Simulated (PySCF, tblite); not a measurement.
Rigid-rotor lines calculated for a species of formula C9H6ClN (commonest isotopes; PBE0/pcSseg-1 in PySCF (dipole) on a GFN2-xTB geometry, gas phase), labelled J(Ka,Kc):

```csv
transition,MHz
"2(1,1) ← 1(1,0)",2323.9
"1(0,1) ← 0(0,0)",1086.1
"1(1,1) ← 0(0,0)",2374.2
"2(1,2) ← 1(1,1)",2020.6
"2(0,2) ← 1(0,1)",2159.7
```

Question: Find the rotational constants.

Answer: 1(0,1) ← 0(0,0) is B + C, 2(1,1) ← 1(1,0) is 3B + C and 2(1,2) ← 1(1,1) is B + 3C, so B − C is half the difference of the last two, 151.7 MHz. 1(1,1) ← 0(0,0) is A + C. A = 1906.9, B = 618.9, C = 467.2 MHz.

Question: What moments of inertia, asymmetry and inertial defect follow?

Answer: I = 505379 MHz·u·Å² over each constant: Ia = 265.02, Ib = 816.59, Ic = 1081.61 u·Å²; κ = (2B − A − C)/(A − C) = -0.789 (asymmetric top); Δ = Ic − Ia − Ib = 0.00 u·Å².

Question: Which dipole components do these lines need?

Answer: μa and μb (a-type: ΔKa even, ΔKc odd; b-type: both odd). The calculation gives |μa| = 5.65 D, |μb| = 0.59 D, |μc| = 0.00 D.

Question: Where do these fall, and of which type are they? 2(2,0) ← 2(1,1); 3(2,2) ← 3(1,3); 3(1,2) ← 2(1,1); 3(1,3) ← 2(1,2); 2(2,1) ← 2(1,2); 3(2,1) ← 3(1,2); 3(2,2) ← 2(2,1); 2(1,1) ← 2(0,2); 3(1,2) ← 3(1,3); 3(2,1) ← 2(1,2); 3(0,3) ← 2(0,2).

Answer: 
| transition | MHz | type | branch |
| --- | --- | --- | --- |
| 3(1,2) ← 3(1,3) | 909 | a | Q |
| 2(1,1) ← 2(0,2) | 1604 | b | Q |
| 3(1,3) ← 2(1,2) | 3023 | a | R |
| 3(0,3) ← 2(0,2) | 3209 | a | R |
| 3(2,2) ← 2(2,1) | 3258 | a | R |
| 3(1,2) ← 2(1,1) | 3478 | a | R |
| 3(2,1) ← 3(1,2) | 3707 | b | Q |
| 2(2,0) ← 2(1,1) | 3877 | b | Q |
| 2(2,1) ← 2(1,2) | 4319 | b | Q |
| 3(2,2) ← 3(1,3) | 4554 | b | Q |
| 3(2,1) ← 2(1,2) | 7640 | b | R |

Question: Which structure gave them?

Answer: `C=Cc1ccc(C#N)c(Cl)c1`, point group Cs. Three constants can't fix a structure by themselves; this is the one that was computed:
```
atom  x, y, z in Å
C1     3.095   -0.431   -0.535
C2     2.159    0.481   -0.301
C3     0.738    0.231   -0.098
C4     0.176   -1.049   -0.132
C5    -1.174   -1.233    0.067
C6    -2.012   -0.141    0.309
C7    -3.394   -0.350    0.512
N8    -4.512   -0.545    0.673
C9    -1.457    1.142    0.343
Cl10  -2.477    2.506    0.639
C11   -0.103    1.321    0.142
H12    4.125   -0.149   -0.673
H13    2.885   -1.485   -0.600
H14    2.443    1.524   -0.249
H15    0.799   -1.908   -0.317
H16   -1.604   -2.223    0.039
H17    0.305    2.320    0.173
```

The values belong to one conformer (point group Cs) with, in the numbering `[CH2:1]=[CH:2][c:3]1[cH:4][cH:5][c:6]([C:7]#[N:8])[c:9]([Cl:10])[cH:11]1`, C1–C2–C3–C4 0°. Its lowest GFN2-xTB frequency is 10 cm⁻¹, too small to tell a flat minimum from a shallow saddle. Constants of a rigid frame at the computed geometry: no zero-point averaging, no centrifugal distortion. Quadrupole hyperfine structure (14N, 35Cl) is left out.

Time: 71 s. Hardware: one thread of an Arm Neoverse N1, no GPU (shared host). This is the PBE0/pcSseg-1 job that gave the dipole, with the shieldings it also computed.
